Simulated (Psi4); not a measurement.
Interaction energy of HF ··· F- (SMILES F and [F-]) (charge -1), singlet. Monomers: optimised at B3LYP-D3(BJ) (def2-TZVP), held rigid. Orientation: lowest of the rigid-body minima from ten starts at GFN2-xTB. Only R, the distance of the centres of mass, is varied, so the lowest point isn't the relaxed dimer.

Computed with: PBE/def2-TZVPD, counterpoise-corrected (Psi4); PBE-D3(BJ)/def2-TZVPD, counterpoise-corrected (Psi4); wB97X-D/def2-TZVPD, counterpoise-corrected (Psi4); CCSD(T)/aug-cc-pVDZ = DF-CCSD(T)/aug-cc-pVDZ, frozen core, counterpoise-corrected in Psi4 1.11.

Interaction energies in kcal/mol; the last columns give the difference from CCSD(T):

| R / Å | PBE/def2-TZVPD | PBE-D3(BJ)/def2-TZVPD | wB97X-D/def2-TZVPD | CCSD(T)/aug-cc-pVDZ | PBE/def2-TZVPD − CCSD(T)/aug-cc-pVDZ | PBE-D3(BJ)/def2-TZVPD − CCSD(T)/aug-cc-pVDZ | wB97X-D/def2-TZVPD − CCSD(T)/aug-cc-pVDZ |
|---|---|---|---|---|---|---|---|
| 2.05 | -30.33 | -30.50 | -31.30 | -27.80 | -2.52 | -2.69 | -3.49 |
| 2.22 | -36.76 | -36.95 | -37.29 | -35.08 | -1.68 | -1.87 | -2.21 |
| 2.43 | -36.17 | -36.36 | -36.38 | -35.13 | -1.04 | -1.23 | -1.25 |
| 2.63 | -32.65 | -32.83 | -32.61 | -31.82 | -0.83 | -1.01 | -0.79 |
| 2.90 | -27.15 | -27.31 | -26.85 | -26.42 | -0.73 | -0.89 | -0.43 |
| 3.21 | -21.60 | -21.73 | -21.16 | -20.90 | -0.69 | -0.83 | -0.25 |
| 3.68 | -15.44 | -15.54 | -15.03 | -14.84 | -0.61 | -0.71 | -0.20 |
| 4.46 | -9.51 | -9.55 | -9.26 | -9.12 | -0.38 | -0.42 | -0.14 |
| 5.42 | -5.84 | -5.85 | -5.76 | -5.68 | -0.16 | -0.17 | -0.08 |
| 6.75 | -3.44 | -3.44 | -3.46 | -3.42 | -0.02 | -0.02 | -0.04 |

PBE/def2-TZVPD is furthest from CCSD(T)/aug-cc-pVDZ at 2.05 (-2.52 kcal/mol, below); its mean absolute difference over the points is 0.87 kcal/mol.

PBE-D3(BJ)/def2-TZVPD is furthest from CCSD(T)/aug-cc-pVDZ at 2.05 (-2.69 kcal/mol, below); its mean absolute difference over the points is 0.98 kcal/mol.

wB97X-D/def2-TZVPD is furthest from CCSD(T)/aug-cc-pVDZ at 2.05 (-3.49 kcal/mol, below); its mean absolute difference over the points is 0.89 kcal/mol.
